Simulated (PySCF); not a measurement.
## SbPb: from constants to spectrum

UHF-CCSD(T) constants of SbPb, ²Π (doublet), unpaired electrons π ↑ (PySCF, scalar-relativistic core potentials, basis sets Sb def2-SVP with ECP28, Pb def2-SVP with ECP60; masses 120.9038 and 207.9766 u):

* ωe: 175.9 cm⁻¹
* ωexe: 0.429 cm⁻¹
* Be: 0.028738 cm⁻¹
* αe: 7.77e-05 cm⁻¹
* D (centrifugal): 3.07e-09 cm⁻¹
* De to Sb + Pb: 1.62 eV

Q: Give the vibrational terms G(v) and spacings up to v = 6.

A: G(v) = ωe(v+½) − ωexe(v+½)².

```tsv
v	G(v) (cm⁻¹)	G(v) − G(v−1)	Bv (cm⁻¹)
0	87.8		0.02870
1	262.9	175.0	0.02862
2	437.1	174.2	0.02854
3	610.4	173.3	0.02847
4	782.9	172.5	0.02839
5	954.5	171.6	0.02831
6	1125.2	170.8	0.02823
```

Q: How well does the Morse estimate ωe²/(4ωexe) reproduce De, and what is D0?

A: It gives 2.24 eV, 138 % of the computed De. D0 = De − G(0) = 1.62 − 0.01 = 1.61 eV.

Correlated steps freeze 8 core orbitals. Correlated levels converge slowly with the basis: in double zeta they bind strong bonds too weakly, by up to about 1 eV, and carry superposition errors of some tenths. Spin–orbit coupling is left out, which matters for elements this heavy, above all for dissociation energies. The state is the lowest determinant that a PBE0 search found; another state may lie lower at other levels.
